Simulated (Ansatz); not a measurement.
Cost and result for the atomization energy of AsBGaH6N, SMILES `B[As](N)[GaH2]` (10 atoms, 9 bonds).

```csv
atom,x (Å),y (Å),z (Å)
B1,1.0615,-0.3919,-1.0932
As2,-0.4707,0.7066,-0.6212
N3,0.0710,1.7529,0.8152
Ga4,-1.2277,-1.3503,0.4064
H5,0.8715,-1.2683,-1.8841
H6,2.1566,-0.1803,-0.6619
H7,-0.4358,2.6276,0.8325
H8,1.0632,1.9516,0.7858
H9,-1.3058,-1.3879,1.9680
H10,-1.7838,-2.4600,-0.5475
```

Total charge 0; spin multiplicity 1. Correlated methods include outer-core shells of As, Ga, which these sets cover unevenly. Scalar relativity is left out up to krypton. Geometry: relaxed with PBE0-D4/def2-TZVP. It is one conformer, not always the lowest. Program: Ansatz. All runs use 4 threads of an Arm Neoverse V2 on a shared host. Times are those of one run each, without the atoms' runs, and a repeat can differ threefold. Electronic energies, without spin–orbit coupling; frozen cores. CCSD(T)/CBS adds CCSD(T) − MP2 in def2-TZVPP to the MP2 limit, and its time is that of the two runs behind it. T1 = 0.016. With those shells the extrapolation isn't a true limit.

CCSD(T)/CBS is a level of theory with its own doubt, some kJ/mol a heavy atom from the limit and from the frozen cores, so smaller differences don't rank the functionals.

| level | functions | wall time |
| --- | --- | --- |
| LDA (SPW92)/def2-TZVPP | 242 | 1.3 s |
| BHLYP-D4/def2-TZVPP | 242 | 3.9 s |
| CAM-B3LYP-D4/def2-TZVPP | 242 | 4.6 s |
| r2SCANh-D4/def2-TZVPP | 242 | 6.5 s |
| B2PLYP/def2-TZVPP | 242 | 6.5 s |
| PBE-QIDH/def2-TZVPP | 242 | 7 s |
| ωB97X-V/def2-TZVPP | 242 | 9.5 s |
| B97M-V/def2-TZVPP | 242 | 11 s |
| CCSD(T)/def2-SVP | 122 | 12 s |
| ωB97M-V/def2-TZVPP (with forces) | 242 | 14 s |
| MP2/def2-QZVPP | 472 | 27 s |
| CCSD(T)/def2-TZVPP | 242 | 3.8 min |
| CCSD(T)/CBS(def2) | – | 4.2 min |

**Question.** What atomization energy does each give, and how far from CCSD(T)/CBS? (An estimate is asked.)

**Answer.** Computed: 
```
                           level  atomization (kcal/mol)  difference from CCSD(T)/CBS  per bond
          LDA (SPW92)/def2-TZVPP                   779.6                        103.9      11.5
             BHLYP-D4/def2-TZVPP                   661.4                        -14.3      -1.6
         CAM-B3LYP-D4/def2-TZVPP                   680.4                          4.7       0.5
           r2SCANh-D4/def2-TZVPP                   675.0                         -0.7      -0.1
               B2PLYP/def2-TZVPP                   668.4                         -7.3      -0.8
             PBE-QIDH/def2-TZVPP                   668.7                         -7.0      -0.8
              ωB97X-V/def2-TZVPP                   683.5                          7.8       0.9
               B97M-V/def2-TZVPP                   684.0                          8.3       0.9
                CCSD(T)/def2-SVP                   621.2                        -54.5      -6.1
ωB97M-V/def2-TZVPP (with forces)                   676.4                          0.7       0.1
                  MP2/def2-QZVPP                   670.0                         -5.7      -0.6
              CCSD(T)/def2-TZVPP                   658.8                        -16.9      -1.9
               CCSD(T)/CBS(def2)                   675.7                          0.0       0.0
```

From BLYP to BHLYP (50 % exact exchange), in def2-TZVPP and without D4, the atomization energy moves by −13.4 kcal/mol: exact exchange takes away binding that semilocal exchange gives to molecules. At CCSD(T), def2-SVP lies −54.5 kcal/mol from the extrapolated value and def2-TZVPP −17.0 kcal/mol: correlation converges slowly with the basis, and small sets miss more of it in the bonded molecule than in its fragments. The D4 term adds +9.4 kcal/mol with B3LYP and +4.9 kcal/mol with PBE0; it sums over pairs of atoms, weighted by their polarisabilities, and B3LYP, whose exchange is more repulsive, gets the larger term.

B3LYP here is the variant with VWN-RPA as its local correlation; programs differ in this.
